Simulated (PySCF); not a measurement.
A GIAO shielding run with PySCF 2.14.0 with density-fitted response routines (density fitting, non-relativistic, gas phase) on `C(C1=C[C@@H](F)[SiH2]C1)(F)(F)F`, C5H6F4Si:

```
$ OMP_NUM_THREADS=1 python probes_run.py task.json out

{"job": {"kind": "nmr", "xc": "PBE0", "basis": "pcSseg-1"}, "charge": 0, "multiplicity": 1}
F      2.262646    -1.814174    -0.385499
C      1.642190    -0.769022     0.283928
C      0.194358    -1.081163     0.497376
C     -0.684033    -0.142653     0.172157
C     -2.161506    -0.306703     0.357990
F     -2.830285    -0.203723    -0.805883
F     -2.675810     0.643821     1.163703
F     -2.509501    -1.483881     0.894208
C     -0.219575     1.158310    -0.412831
Si     1.649347     0.887443    -0.714796
H      2.153961    -0.712883     1.252741
H     -0.081309    -2.047523     0.890825
H     -0.793003     1.382856    -1.313448
H     -0.423037     1.969773     0.288356
H      2.482852     1.900198    -0.069788
H      1.985106     0.628269    -2.110450
```

Hardware: 1 thread of an Arm Neoverse N1, shared host. The job also computes population analyses, field gradients, ring-centre shieldings.

Question: How large is the calculation?

Answer: 86 electrons, 207 basis functions and 1096 auxiliary functions.

Question: How long does it take, and how much memory does it need?

Answer: 84 s of wall time, with 14 SCF cycles and 5 response iterations; peak memory 0.92 GiB. Times on a shared host scatter by some tens of per cent.
